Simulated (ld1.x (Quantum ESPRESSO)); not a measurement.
**Pseudopotential generation for hydrogen (H): PAW, LDA (PZ), scalar-relativistic.**

```
Element                 : hydrogen (H)
Generator               : ld1.x (Quantum ESPRESSO) 7.5
Type                    : PAW
Functional              : LDA (PZ)
Relativity              : scalar-relativistic
Frozen core             : none
Valence charge          : 1
Reference configuration : 1s1
Partial waves           : 1s (bound): rcut 1.00, rcutus 1.35 bohr; 1s channel at 0.55 Ry: rcut 1.00, rcutus 1.35 bohr; 2p channel at 0.25 Ry: rcut 0.90, rcutus 1.10 bohr
Local potential         : all-electron potential smoothed inside 0.95 bohr (lloc = -1)
Core correction         : none
Augmentation charge     : BESSEL, radius 0.80 bohr
```

All-electron outer shells of the reference configuration (LDA (PZ), scalar-relativistic, ld1.x):

| shell | level (eV) | outermost node (bohr) | outermost maximum (bohr) |
| --- | --- | --- | --- |
| 1s | -6.36 | – | 1.05 |

What the tests gave:

```json
{
 "Cutoffs needed": "12 Ry and 21 Ry (the cutoffs (Ry, on a coarse ladder) from which the occupation-weighted sum of valence levels, in a spherical-Bessel basis at the reference potential, stays within 10 and 1 mRy of its value at 400 Ry)",
 "Ghost test": "no extra level below or beside the all-electron valence levels (s, p, d, f tested) (spherical-Bessel basis up to 400 Ry, 20 bohr box)",
 "Lowest eigenvalue of the overlap operator": "0.89 (p channel)"
}
```

Generation and tests took about 0.4 s on one core of a shared server CPU.
